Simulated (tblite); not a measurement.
Species: C₈H₁₂F₂O.
SMILES with atom numbers: `[CH3:1][CH2:2][C@@H:3]1[C@H:4]([CH3:5])[CH2:6][C@:7]1([F:8])[C:9](=[O:10])[F:11]` (hydrogens: H12, H13, H14 on C1; H15, H16 on C2; H17 on C3; H18 on C4; H19, H20, H21 on C5; H22, H23 on C6)

Geometry (GFN2-xTB, Å), atoms numbered from 1 in this order:
```
atom  x, y, z in Å
C1     2.476   -0.593   -0.520
C2     1.018   -1.029   -0.433
C3     0.288   -0.288    0.675
C4    -1.236   -0.489    0.875
C5    -1.995   -1.097   -0.292
C6    -1.402    1.039    0.986
C7     0.054    1.242    0.519
F8     0.820    2.001    1.374
C9     0.179    1.778   -0.873
O10   -0.427    1.450   -1.834
F11    1.114    2.750   -0.970
H12    2.986   -1.129   -1.316
H13    2.552    0.472   -0.729
H14    2.995   -0.790    0.416
H15    0.527   -0.861   -1.392
H16    0.968   -2.099   -0.216
H17    0.822   -0.433    1.617
H18   -1.481   -1.032    1.789
H19   -3.062   -1.076   -0.081
H20   -1.814   -0.538   -1.205
H21   -1.698   -2.131   -0.446
H22   -1.534    1.403    2.003
H23   -2.154    1.477    0.336
```

Method: GFN2-xTB as coded in tblite; computed harmonic values from a numerical Hessian at the method's own geometry, unscaled. The method is semi-empirical: single wavenumbers can be off by several per cent or more. One conformer, not necessarily the lowest.

Harmonic wavenumbers (cm⁻¹): 39.6, 69.9, 95.5, 149.7, 156.2, 198.5, 210.5, 246.2, 274.3, 303.9, 345.2, 355.3, 429.3, 441.7, 501.8, 554.3, 678.1, 684.5, 758.2, 835.9, 859.0, 870.4, 942.0, 965.4, 996.4, 1020.4, 1029.2, 1048.5, 1081.5, 1091.4, 1106.2, 1137.6, 1173.8, 1188.0, 1202.2, 1235.7, 1243.1, 1250.1, 1257.8, 1300.2, 1330.5, 1351.2, 1412.2, 1422.5, 1442.5, 1486.5, 1500.1, 1500.8, 1502.7, 1503.5, 1838.9, 2958.7, 2970.4, 2978.7, 3007.5, 3023.1, 3030.8, 3034.0, 3038.2, 3040.8, 3048.9, 3049.4, 3063.3.

A = 1304, B = 1011, C = 880.1 MHz; mass 162.086 u (most abundant isotopes); point group C1, symmetry number 1.

Zero-point energy?

½Σν̃ = 40931 cm⁻¹ = 117.03 kcal/mol.

Entropy at 350 K, 1 bar (ideal gas, RRHO, classical rotation)?

Translation 41.98, rotation 30.48, vibration 41.43: S = 113.9 cal/(mol K).

And Cp and H(350 K) − H(0)?

Cp = 51.16 cal/(mol K), of which vibrations give 43.21 (their classical limit is 63 R = 125.2); H(350 K) − H(0) = 10.41 kcal/mol without the zero-point energy, 7.63 from vibrations.

Blend soft modes into free rotors: weight 1/[1 + (100 cm⁻¹/ν̃)⁴] for the oscillator and the rest for a rotor with moment μB/(μ + B), μ = h/(8π²ν), B = 10⁻⁴⁴ kg m². What vibrational entropy results?

38.38 cal/(mol K) in place of 41.43, which changes −T·S at 350 K by +1.07 kcal/mol.

What must be added to the electronic energy to get the Gibbs energy at 350 K and 1 bar?

ZPE + [H(350 K) − H(0)] − T·S = 117.03 + 10.41 − 39.86 = 87.58 kcal/mol.

How do the functions run with temperature in this model?

```csv
T (K),S (cal/(mol K)),Cp (cal/(mol K)),H − H(0) (kcal/mol),G − H(0) (kcal/mol),ln q(vib)
50,60.6,13.8,0.52,-2.51,0.63
100,72.5,21.1,1.39,-5.85,2.00
298.15,106.2,44.8,7.93,-23.74,8.25
373.15,117.3,54.0,11.63,-32.13,10.60
500,135.1,67.9,19.39,-48.14,14.56
750,166.6,87.4,38.99,-85.95,22.15
1000,193.6,100.0,62.52,-131.05,29.28
```

q(vib) and H(0) count from the zero-point level.

Which modes carry the vibrational entropy at 350 K?

39.6 cm⁻¹: 5.60; 69.9 cm⁻¹: 4.47; 95.5 cm⁻¹: 3.86; 149.7 cm⁻¹: 2.98; 156.2 cm⁻¹: 2.90; 198.5 cm⁻¹: 2.45 cal/(mol K); the other 57 give 19.17 together.

Hindered rotation and anharmonicity are outside this model. Other conformers, if any are populated, would add a mixing term that is left out. The structure is chiral; the term R ln 2 for an equal mix with its mirror image is left out.
